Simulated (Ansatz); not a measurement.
Molecule: SrCl, net charge 0, doublet state. 
Structure (B3LYP-D3(BJ)/def2-TZVP (Ansatz, a quantum-chemistry and plane-wave program) minimum search):
SMILES: [Cl][Sr]
```xyz
2

Sr     0.0000     0.0000    -0.8032
Cl     0.0000     0.0000     1.7955
```
Charge 0, spin multiplicity 2.

Basis-set convergence of Hartree-Fock and MP2 correlation energies (hartree) with Ansatz. Valence correlation only, unless marked. Open shells are spin-unrestricted. No spin-orbit coupling. Frozen are the shells of the preceding noble gas and the d and f shells that filled before the atom's block. The outer core of K, Ca and their heavier congeners is not correlated, a term that matters for these elements. Past Kr the def2 sets carry scalar-relativistic core potentials.

```csv
basis,functions,E(HF),"E(corr, MP2)"
def2-SVP,41,-489.79405,-0.14097
def2-TZVPP,82,-489.95761,-0.20288
def2-QZVPP,133,-489.97323,-0.22586
```

Extrapolating the two largest sets (X = 3 and 4) as X^-3: E(corr) = (64·(-0.22586) - 27·(-0.20288))/37 = -0.2426 Eh, an estimate of the basis-set limit. The largest set recovers 93.1 % of it, the smallest 58.1 %.
